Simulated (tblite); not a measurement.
Compound: C6H8F (doublet state).
Atom-mapped SMILES: `[CH2:1][C@@H:2]1[C@H:3]([F:4])[C:5]12[CH2:6][CH2:7]2` (hydrogens: H8, H9 on C1; H10 on C2; H11 on C3; H12, H13 on C6; H14, H15 on C7)

Computed geometry: GFN2-xTB, gas phase. This method treats the open shell by occupation alone, without spin polarisation.

(1) Give the optimised bond lengths and angles.

Results:

(1) 
| bond | length (pm) |
| --- | --- |
| C1–C2 | 143.0 |
| C2–C3 | 155.2 |
| C3–F4 | 136.3 |
| C3–C5 | 146.3 |
| C5–C6 | 147.8 |
| C6–C7 | 151.1 |
| C2–C5 | 151.3 |
| C5–C7 | 148.0 |
| C1–H8 | 107.2 |
| C1–H9 | 107.1 |
| C2–H10 | 108.5 |
| C3–H11 | 108.5 |
| C6–H12 | 108.1 |
| C6–H13 | 108.0 |
| C7–H14 | 108.0 |
| C7–H15 | 108.1 |

A selection of angles:
| angle | degrees |
| --- | --- |
| C2–C1–H8 | 120.2 |
| C2–C1–H9 | 120.6 |
| H8–C1–H9 | 119.2 |
| C1–C2–C3 | 120.9 |
| C1–C2–C5 | 120.7 |
| C1–C2–H10 | 115.8 |
| C3–C2–C5 | 57.0 |
| C3–C2–H10 | 113.8 |
| C5–C2–H10 | 115.9 |
| C2–C3–F4 | 118.3 |
| C2–C3–C5 | 60.2 |
| C2–C3–H11 | 119.3 |
| F4–C3–C5 | 119.1 |
| F4–C3–H11 | 110.1 |
| C5–C3–H11 | 122.1 |
| C3–C5–C6 | 137.2 |
| C3–C5–C7 | 137.7 |
| C6–C5–C7 | 61.4 |
| C2–C5–C3 | 62.8 |
| C2–C5–C6 | 136.4 |
| C2–C5–C7 | 137.4 |
| C5–C6–C7 | 59.3 |
| C5–C6–H12 | 118.3 |
| C5–C6–H13 | 118.1 |
| C7–C6–H12 | 118.6 |
| C7–C6–H13 | 118.2 |
| H12–C6–H13 | 113.8 |
| C6–C7–H14 | 118.2 |
| C6–C7–H15 | 118.6 |
| C5–C7–C6 | 59.2 |
| C5–C7–H14 | 118.2 |
| C5–C7–H15 | 118.4 |
| H14–C7–H15 | 113.8 |

Dihedral angles: C1–C2–C3–F4 0° (synperiplanar); C2–C3–C5–C6 130° (anticlinal); C3–C5–C6–C7 131° (anticlinal); C1–C2–C5–C3 109° (anticlinal); C3–C5–C7–C6 -130° (anticlinal).

The C–C distances run from 1.430 Å (C1–C2, drawn single) to 1.552 Å (C2–C3, drawn single), a spread of 0.122 Å. C1 (carbon bonded to C and 2 H) is planar (angles 120.6°, 120.2° and 119.2°, sum 359.9°, 0.02 Å off the plane of its three neighbours). The 3-membered ring C2–C3–C5 has internal angles of 57.0° to 62.8°. Of the pairs four or more bonds apart, F4···H8 is among the closest relative to their van der Waals radii: 2.75 Å, 103 % of the sum of Bondi's values. The 3-membered ring C5–C6–C7 has internal angles of 59.2° to 61.4°.

Point group: C1 (no symmetry element, even within 0.4 Å). Its GFN2-xTB frequencies are all real (lowest 166 cm⁻¹). Torsions: H–C1–C2–C3 35° and -142°.

One conformer stands for the species.
